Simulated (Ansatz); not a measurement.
Geometry optimisation, RKS PBE0-D4/def2-SVP in Ansatz.

The input (input.yaml):

```yaml
crystal:
  periodic: [false, false, false]
  atoms:
    - { symbol: C, position_ang: [-0.1783, 1.4076, 0.0841] }
    - { symbol: "N", position_ang: [0.1876, 0.153, 0.5454] }
    - { symbol: C, position_ang: [0.3389, -0.8316, -0.2683] }
    - { symbol: Se, position_ang: [1.0013, -2.5207, 0.4385] }
    - { symbol: H, position_ang: [-1.2126, 1.3681, -0.4483] }
    - { symbol: H, position_ang: [-0.3171, 2.1602, 0.9335] }
    - { symbol: H, position_ang: [0.5512, 1.8624, -0.6338] }
    - { symbol: H, position_ang: [2.4818, -2.67145, 0.08313] }
    - { symbol: H, position_ang: [-0.535, -2.9375, 0.6628] }
basis:
  gaussian: { orbitals: def2-SVP }
hamiltonian:
  xc: pbe0
  dispersion: d4
relax:
  f_tol: 0.02
  max_steps: 50
```

Command:

```bash
$ ansatz run input.yaml --threads 2 --pin off --max-ram 3072MiB --backend cpu --events-out ev --progress --plain --runs-dir out
```

Question: Where does it end, and by what steps?

Answer: It converged. The force dipped under the threshold on the way, but the program's further checks kept it going. After 36 steps the energy has fallen by 5.211 eV; H8 moved furthest, 1.72 Å. Parted: C3–Se4 (1.95 → 3.27 Å).

| step | energy less start (eV) | largest force component (eV/Å) | accepted |
| --- | --- | --- | --- |
| 0 | 0.0000 | 4.501 | yes |
| 2 | -1.7677 | 2.186 | yes |
| 4 | -3.3641 | 1.829 | yes |
| 6 | -4.2606 | 1.627 | yes |
| 8 | -4.7029 | 2.617 | yes |
| 10 | -5.0257 | 0.908 | yes |
| 12 | -5.1792 | 1.296 | yes |
| 14 | -5.1985 | 0.378 | yes |
| 16 | -5.2047 | 0.049 | yes |
| 18 | -5.2060 | 0.105 | yes |
| 20 | -5.2075 | 0.080 | yes |
| 22 | -5.2086 | 0.079 | yes |
| 24 | -5.2097 | 0.072 | yes |
| 26 | -5.2102 | 0.025 | yes |
| 28 | -5.2105 | 0.031 | yes |
| 30 | -5.2107 | 0.013 | yes |
| 32 | -5.2107 | 0.006 | yes |
| 34 | -5.2107 | 0.009 | yes |
| 36 | -5.2108 | 0.006 | yes |

```xyz
9
Properties=species:S:1:pos:R:3
C -0.355 1.935 -0.045
N -0.439 0.530 -0.019
C -0.498 -0.639 0.006
Se 1.748 -2.947 0.569
H -1.251 2.361 -0.520
H -0.276 2.329 0.979
H 0.531 2.250 -0.615
H 2.405 -4.255 0.747
H 0.452 -3.574 0.296
```

Whether the end is a true minimum wasn't checked by a vibrational analysis.

Run time: 92 s on 2 threads of Intel(R) Xeon(R) Platinum 8259CL CPU @ 2.50GHz (Skylake/Cascade Lake), with other jobs on the host, peak memory 0.23 GiB.
